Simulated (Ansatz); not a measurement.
Geometry optimisation, RKS PBE0/def2-SVP in Ansatz 0.2.0.

The input (input.yaml):

```yaml
crystal:
  periodic: [false, false, false]
  atoms:
    - { symbol: Si, position_ang: [0.0, 0.0, 0.0] }
    - { symbol: O, position_ang: [0.0, 0.0, 1.68] }
    - { symbol: H, position_ang: [-0.9095, -0.2814, 2.0171] }
    - { symbol: O, position_ang: [1.5842, 0.0, -0.5594] }
    - { symbol: H, position_ang: [1.9006, -0.9521, -0.6761] }
    - { symbol: "N", position_ang: [-0.8572, 1.4851, -0.6061] }
    - { symbol: H, position_ang: [-1.8773, 1.43, -0.8888] }
    - { symbol: H, position_ang: [-0.3367, 2.4058, -0.6766] }
    - { symbol: "N", position_ang: [-0.8572, -1.4851, -0.6061] }
    - { symbol: H, position_ang: [-1.3922, -2.1014, 0.0704] }
    - { symbol: H, position_ang: [-0.8219, -1.7344, -1.6357] }
basis:
  gaussian: { orbitals: def2-SVP }
hamiltonian:
  xc: pbe0
relax:
  f_tol: 0.02
  max_steps: 40
```

Run as:

```bash
$ ansatz run input.yaml --threads 2 --pin off --max-ram 3072MiB --backend cpu --events-out ev --progress --plain --runs-dir out
```

Question: Where does it end, and by what steps?

Answer: The forces met the threshold. After 9 steps the energy has fallen by 0.935 eV; H5 moved furthest, 0.92 Å.

```tsv
step	energy less start (eV)	largest force component (eV/Å)	accepted
0	0.0000	2.056	yes
1	-0.6303	0.960	yes
2	-0.7785	0.283	yes
3	-0.8394	0.283	yes
4	-0.8858	0.218	yes
5	-0.9035	0.219	yes
6	-0.9259	0.308	yes
7	-0.9340	0.069	yes
8	-0.9343	0.049	yes
9	-0.9350	0.010	yes
```

```xyz
11
Properties=species:S:1:pos:R:3
Si -0.097 -0.089 -0.110
O 0.088 -0.215 1.546
H -0.728 -0.331 2.042
O 1.477 -0.087 -0.639
H 2.098 -0.389 0.030
N -0.781 1.320 -0.789
H -1.775 1.505 -0.779
H -0.224 2.152 -0.932
N -1.150 -1.370 -0.564
H -1.034 -2.289 -0.154
H -1.442 -1.441 -1.532
```

Whether the end is a true minimum wasn't checked by a vibrational analysis.

Time of the run: 22 s on 2 threads of Arm Neoverse V2, with other jobs on the host, peak memory 0.22 GiB.
